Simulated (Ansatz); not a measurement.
Relaxation of C₂H₇BFN (12 atoms, charge 0, multiplicity 1), to a largest force component of 0.015 eV/Å in at most 40 steps.

Method: RKS B3LYP-D4/6-31G* in Ansatz 0.2.0.

```xyz
12
Properties=species:S:1:pos:R:3
B -0.372 1.702 0.747
C -0.702 0.376 -0.035
C 0.546 -0.453 -0.195
N 0.346 -1.714 -0.836
F 1.505 0.229 -0.967
H -0.975 1.995 1.750
H 0.358 2.542 0.288
H -1.419 -0.179 0.533
H -1.110 0.628 -0.996
H 1.024 -0.649 0.846
H -0.023 -1.649 -1.738
H 1.342 -2.141 -0.962
```

Task: Where does it end, and by what steps?

Result: The forces met the threshold. After 20 steps the energy has fallen by 0.497 eV; H6 moved furthest, 1.20 Å.

```tsv
step	energy less start (eV)	largest force component (eV/Å)	accepted
0	0.0000	2.921	yes
1	-0.2629	1.146	yes
2	-0.3675	0.335	yes
3	-0.3818	0.170	yes
4	-0.3895	0.106	yes
5	-0.4083	0.199	yes
6	-0.4192	0.403	yes
7	-0.4554	0.230	yes
8	-0.4616	0.338	yes
9	-0.4751	0.196	yes
10	-0.4793	0.320	yes
11	-0.4711	0.456	no
12	-0.4865	0.092	yes
13	-0.4909	0.057	yes
14	-0.4951	0.066	yes
15	-0.4950	0.151	no
16	-0.4953	0.147	yes
17	-0.4965	0.033	yes
18	-0.4946	0.211	no
19	-0.4966	0.015	yes
20	-0.4966	0.011	yes
```

```xyz
12
Properties=species:S:1:pos:R:3
B -0.415 1.737 0.727
C -0.629 0.325 0.088
C 0.641 -0.426 -0.268
N 0.386 -1.705 -0.837
F 1.369 0.418 -1.158
H -1.305 2.538 0.732
H 0.608 2.013 1.283
H -1.196 -0.260 0.836
H -1.291 0.373 -0.789
H 1.289 -0.552 0.606
H -0.193 -1.616 -1.671
H 1.255 -2.159 -1.112
```

The run took 69 s on 1 CPU thread of a shared host.
